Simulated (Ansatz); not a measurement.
`O[SiH2][SiH2][SnH3]` + HCl → `Cl[SiH2][SnH3]` + silanol  (cleavage of the Si–Si bond)

Gas-phase electronic energies from Ansatz, PBE0-D4/def2-TZVP geometries. CBS: MP2 limit from def2 TZ/QZ plus the TZ coupled-cluster correction, frozen cores. This one scheme is used for every species. Functionals use def2-TZVPP. def2 core potentials past Kr. For Sn outer-core shells are correlated without core-valence functions, which leaves a few kJ/mol of doubt a bond. Each species was taken in one conformer, which may not be the lowest.

`O[SiH2][SiH2][SnH3]`:

Z-matrix (Å, degrees):
```
Si
Si 1 2.344
O 1 1.652 2 109.8
H 1 1.492 2 107.7 3 -121.9
H 1 1.483 2 113.1 3 117.8
Sn 2 2.566 1 105.6 3 47.6
H 2 1.489 1 111.8 3 -70.2
H 2 1.489 1 112.4 3 167.1
H 3 0.960 1 117.2 2 -49.3
H 6 1.707 2 111.9 1 88.6
H 6 1.706 2 113.7 1 -147.5
H 6 1.719 2 107.9 1 -28.7
```

HCl:

Z-matrix (Å, degrees):
```
Cl
H 1 1.279
```

`Cl[SiH2][SnH3]`:

Cartesian coordinates in Å:
```
Cl 2.598 -0.623 -0.463
Si 0.775 0.185 -1.002
Sn -0.887 -0.116 0.925
H 0.996 1.618 -1.319
H 0.323 -0.512 -2.233
H -0.305 0.665 2.324
H -2.400 0.558 0.508
H -1.099 -1.775 1.259
```

`O[SiH3]`:

Z-matrix (Å, degrees):
```
Si
O 1 1.648
H 1 1.489 2 111.7
H 1 1.489 2 111.7 3 120.9
H 1 1.481 2 105.9 3 -119.6
H 2 0.957 1 117.9 3 -60.5
```

CCSD(T)/CBS gives -83.3 kJ/mol.

(1) Another level gave -71.9 kJ/mol. Which?
A. PBE-QIDH/def2-TZVPP
B. r2SCAN-D4/def2-TZVPP
C. PBE/def2-TZVPP
D. revPBE-D4/def2-TZVPP

Largest T1 diagnostic among the species: 0.013.

Results:

(1) C. PBE -71.9, revPBE-D4 -67.7, r2SCAN-D4 -80.5, PBE-QIDH -84.7 kJ/mol.

Leaving LDA and LC-ωPBE aside and taking each functional with its dispersion term where it has one, the values, not all of them listed here, spread over 24.1 kJ/mol, from B2PLYP to PBE-D4. LDA lies +7.1 kJ/mol from PBE without D4. At CCSD(T), def2-SVP lies +4.6 kJ/mol from the extrapolated value and def2-TZVPP +2.0 kJ/mol.
